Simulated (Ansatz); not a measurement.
Input and output for the cluster Sb2As⁺.

```yaml
crystal:
  periodic: [false, false, false]
  atoms:
    - {symbol: As, position_ang: [0.285803, -1.011673, 0.974743]}
    - {symbol: Sb, position_ang: [-1.255135, 0.880938, 0.228061]}
    - {symbol: Sb, position_ang: [0.969332, 0.130735, -1.202795]}
basis:
  gaussian: {orbitals: STO-3G, final_grid: {core_spheres: 8, valence_spheres: 7, degree: 23}}
total_charge: 1
magnetization: {spin_polarized: true, initial_magnetization: 2}
hamiltonian: {xc: {name: revPBE}, pseudopotentials: {relativity: none}}
accuracy: high
scf: {omitted_lower_state_checks: [starts]}
output: {forces: true}
```

```sh
$ ansatz run in.yaml --threads 4 --pin off --events-out ev --progress --plain --max-ram 3916MiB
```

It prints (some lines left out):

```
Functional definition: revPBE
913 factors; integrals over basis functions are off by at most 4.1e-9 eV
mean field evaluation 1: about -400451.1233 eV, gradient 1.0e1 eV
mean field evaluation 2: about -400432.4415 eV, gradient 3.8e1 eV
mean field evaluation 4: about -400452.0178 eV, gradient 8.1e0 eV
mean field evaluation 8: about -400452.7681 eV, gradient 5.7e-1 eV
mean field evaluation 16: about -400452.7421 eV, gradient 4.2e-4 eV
mean field -400452.74214590 eV, -14716.3668372443 hartree, gradient 1.6e-8 eV, S^2 2.075234; 0 other end points of the search recorded, 0 dependent functions left out
reference -400452.74214876 eV, -14716.3668373493 hartree; 68, 66 occupied and 4, 6 virtual orbitals, 913 factors
Total energy: -400452.74214876 eV, -14716.3668373493 hartree
Atom 0 at     0.285803    -1.011673     0.974743 Å, force    -0.231627     0.819906    -0.789975 eV/Å
Atom 1 at    -1.255135     0.880938     0.228061 Å, force    -1.198206     0.033200     1.240212 eV/Å
Atom 2 at     0.969332     0.130735    -1.202795 Å, force     1.429833    -0.853106    -0.450237 eV/Å
Dipole moment:     0.049061    -0.173666     0.167326 e Å
Checks for a lower state left out: starts
```

It took 4.5 s on 4 threads of Intel Xeon on a shared host.

The dipole of an ion depends on the origin.
